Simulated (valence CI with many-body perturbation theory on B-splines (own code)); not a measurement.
# Te XIX: electric-dipole lines

Level of theory: valence CI with perturbative core correlation (CI+MBPT): six valence electrons over a frozen Dirac-Fock core [Ar] 3d10, a basis of 9 s, 9 p, 8 d, 6 f, 3 g, 1 h functions for each j, with the one-electron correlation potential Σ1 (screened to all orders), the two-electron term Σ2, the three-electron term Σ3, Breit, model QED; selected single and double excitations, second order for the rest, scaled by the run's own slope (own B-spline code, finite nucleus).

No measured spectrum was set against this ion. As an estimate, levels hold to about 250 cm⁻¹ or 0.2 % of their energy and the worst to 1 %, as in measured heavy ions of charge 2 to 7; those with d or f electrons hold less well. Among the levels kept, up to 1000 cm⁻¹ of a level comes from second order outside the variational space, and about a tenth of that is noise between levels of different J, which matters for small intervals.

Lines 51 to 90 of 90 in falling wavelength, among levels below 861060 cm⁻¹, chosen from the strongest by gf and those to the six lowest levels. Wavelengths and rates use the calculated energies, so an error of 1000 cm⁻¹ moves a line at 14.76 nm by 0.15 % and its rate by three times that or more. Electric multipoles are in the length gauge, E1 and E2 with the static RPA response of the core. Weak lines are less certain than strong ones. Lines between different terms over intervals too small for the method are left out, as are lines whose strength nearly cancels. The highest levels of a list are the least certain.

Levels are named by their leading jj configuration (3d3/2^4 stands for four electrons in 3d with j = 3/2), which in mixed levels can hold well under half, so a name can repeat and another be missing. Letters in brackets count levels of one name in rising energy.

| λ vac (nm) | Upper | Lower | A (s⁻¹) | log gf | Branch % |
| --- | --- | --- | --- | --- | --- |
| 14.76 | (4s^2 4p1/2 4p3/2^2 4d5/2) J=2 [b] | (4s^2 4p1/2 4p3/2^3) J=2 | 6.13e+08 | -2.00 | 0.4 |
| 14.69 | (4s^2 4p1/2 4p3/2^2 4d5/2) J=0 | (4s^2 4p1/2 4p3/2^3) J=1 | 3.01e+10 | -1.01 | 100.0 |
| 14.67 | (4s^2 4p1/2 4p3/2^2 4d5/2) J=3 [b] | (4s^2 4p1/2 4p3/2^3) J=2 | 7.20e+09 | -0.79 | 40.3 |
| 14.66 | (4s^2 4p1/2^2 4p3/2 4d5/2) J=3 | (4s^2 4p1/2^2 4p3/2^2) J=2 | 2.00e+10 | -0.35 | 99.6 |
| 14.60 | (4s^2 4p1/2^2 4p3/2 4d5/2) J=1 | (4s^2 4p1/2^2 4p3/2^2) J=0 | 2.91e+10 | -0.55 | 76.0 |
| 14.50 | (4s^2 4p1/2 4p3/2^2 4d5/2) J=3 [c] | (4s^2 4p1/2 4p3/2^3) J=2 | 1.80e+10 | -0.40 | 15.2 |
| 14.48 | (4s^2 4p1/2 4p3/2^2 4d5/2) J=2 [a] | (4s^2 4p1/2 4p3/2^3) J=1 | 3.61e+09 | -1.25 | 36.4 |
| 14.39 | (4s^2 4p1/2 4p3/2^2 4d3/2) J=1 [a] | (4s^2 4p1/2^2 4p3/2^2) J=2 | 2.84e+09 | -1.58 | 39.3 |
| 14.38 | (4s^2 4p1/2 4p3/2^2 4d3/2) J=1 [b] | (4s^2 4p1/2 4p3/2^3) J=2 | 6.04e+09 | -1.25 | 1.9 |
| 14.37 | (4s^2 4p1/2 4p3/2^2 4d3/2) J=2 [c] | (4s^2 4p1/2 4p3/2^3) J=2 | 3.87e+10 | -0.22 | 15.8 |
| 14.32 | (4s^2 4p1/2 4p3/2^2 4d3/2) J=2 [a] | (4s^2 4p1/2^2 4p3/2^2) J=2 | 3.13e+09 | -1.32 | 95.9 |
| 14.30 | (4s^2 4p1/2 4p3/2^2 4d5/2) J=2 [b] | (4s^2 4p1/2 4p3/2^3) J=1 | 3.33e+10 | -0.29 | 20.2 |
| 14.11 | (4s^2 4p1/2 4p3/2^2 4d3/2) J=3 [a] | (4s^2 4p1/2^2 4p3/2^2) J=2 | 4.17e+09 | -1.06 | 97.4 |
| 14.05 | (4s^2 4p1/2 4p3/2^2 4d5/2) J=1 [b] | (4s^2 4p1/2 4p3/2^3) J=2 | 1.53e+11 | 0.13 | 54.0 |
| 14.00 | (4s^2 4p1/2 4p3/2^2 4d3/2) J=3 [b] | (4s^2 4p1/2 4p3/2^3) J=2 | 8.41e+09 | -0.76 | 2.3 |
| 13.96 | (4s^2 4p1/2 4p3/2^2 4d5/2) J=3 [a] | (4s^2 4p1/2^2 4p3/2^2) J=2 | 2.80e+09 | -1.24 | 97.2 |
| 13.94 | (4s^2 4p1/2 4p3/2^2 4d3/2) J=1 [b] | (4s^2 4p1/2 4p3/2^3) J=1 | 3.04e+10 | -0.58 | 9.6 |
| 13.94 | (4s^2 4p1/2 4p3/2^2 4d3/2) J=2 [c] | (4s^2 4p1/2 4p3/2^3) J=1 | 1.14e+07 | -3.78 | 0.0 |
| 13.88 | (4s^2 4p1/2^2 4p3/2 4d5/2) J=1 | (4s^2 4p1/2^2 4p3/2^2) J=2 | 2.92e+09 | -1.60 | 7.6 |
| 13.66 | (4s^2 4p1/2 4p3/2^2 4d5/2) J=1 [a] | (4s^2 4p1/2^2 4p3/2^2) J=0 | 8.48e+07 | -3.15 | 0.1 |
| 13.63 | (4s^2 4p1/2 4p3/2^2 4d5/2) J=1 [b] | (4s^2 4p1/2 4p3/2^3) J=1 | 2.37e+10 | -0.70 | 8.4 |
| 13.46 | (4s^2 4p1/2 4p3/2^2 4d3/2) J=1 [c] | (4s^2 4p1/2 4p3/2^3) J=2 | 5.38e+10 | -0.36 | 14.3 |
| 13.44 | (4s^2 4p1/2 4p3/2^2 4d5/2) J=2 [c] | (4s^2 4p1/2 4p3/2^3) J=2 | 6.23e+10 | -0.07 | 25.5 |
| 13.25 | (4s^2 4p1/2 4p3/2^2 4d3/2) J=2 [b] | (4s^2 4p1/2^2 4p3/2^2) J=2 | 1.33e+10 | -0.76 | 88.3 |
| 13.07 | (4s^2 4p1/2 4p3/2^2 4d3/2) J=1 [c] | (4s^2 4p1/2 4p3/2^3) J=1 | 7.00e+09 | -1.27 | 1.9 |
| 13.06 | (4s^2 4p1/2 4p3/2^2 4d5/2) J=2 [c] | (4s^2 4p1/2 4p3/2^3) J=1 | 1.25e+11 | 0.20 | 51.1 |
| 13.02 | (4s^2 4p1/2 4p3/2^2 4d5/2) J=1 [a] | (4s^2 4p1/2^2 4p3/2^2) J=2 | 6.33e+10 | -0.32 | 67.8 |
| 12.88 | (4s^2 4p1/2 4p3/2^2 4d3/2) J=1 [b] | (4s^2 4p1/2^2 4p3/2^2) J=0 | 4.34e+10 | -0.49 | 13.7 |
| 12.73 | (4s^2 4p1/2 4p3/2^2 4d5/2) J=2 [a] | (4s^2 4p1/2^2 4p3/2^2) J=2 | 6.28e+09 | -1.12 | 63.3 |
| 12.62 | (4s^2 4p1/2 4p3/2^2 4d5/2) J=1 [b] | (4s^2 4p1/2^2 4p3/2^2) J=0 | 4.80e+10 | -0.46 | 17.0 |
| 12.59 | (4s^2 4p1/2 4p3/2^2 4d5/2) J=2 [b] | (4s^2 4p1/2^2 4p3/2^2) J=2 | 1.30e+11 | 0.19 | 79.4 |
| 12.53 | (4s^2 4p1/2 4p3/2^2 4d5/2) J=3 [b] | (4s^2 4p1/2^2 4p3/2^2) J=2 | 1.07e+10 | -0.76 | 59.7 |
| 12.40 | (4s^2 4p1/2 4p3/2^2 4d5/2) J=3 [c] | (4s^2 4p1/2^2 4p3/2^2) J=2 | 1.00e+11 | 0.21 | 84.8 |
| 12.31 | (4s^2 4p1/2 4p3/2^2 4d3/2) J=1 [b] | (4s^2 4p1/2^2 4p3/2^2) J=2 | 2.36e+11 | 0.21 | 74.8 |
| 12.31 | (4s^2 4p1/2 4p3/2^2 4d3/2) J=2 [c] | (4s^2 4p1/2^2 4p3/2^2) J=2 | 2.06e+11 | 0.37 | 84.2 |
| 12.14 | (4s^2 4p1/2 4p3/2^2 4d3/2) J=1 [c] | (4s^2 4p1/2^2 4p3/2^2) J=0 | 3.10e+11 | 0.31 | 82.6 |
| 12.08 | (4s^2 4p1/2 4p3/2^2 4d5/2) J=1 [b] | (4s^2 4p1/2^2 4p3/2^2) J=2 | 5.73e+10 | -0.42 | 20.2 |
| 12.04 | (4s^2 4p1/2 4p3/2^2 4d3/2) J=3 [b] | (4s^2 4p1/2^2 4p3/2^2) J=2 | 3.61e+11 | 0.74 | 97.7 |
| 11.63 | (4s^2 4p1/2 4p3/2^2 4d3/2) J=1 [c] | (4s^2 4p1/2^2 4p3/2^2) J=2 | 6.38e+08 | -2.41 | 0.2 |
| 11.62 | (4s^2 4p1/2 4p3/2^2 4d5/2) J=2 [c] | (4s^2 4p1/2^2 4p3/2^2) J=2 | 5.70e+10 | -0.24 | 23.4 |
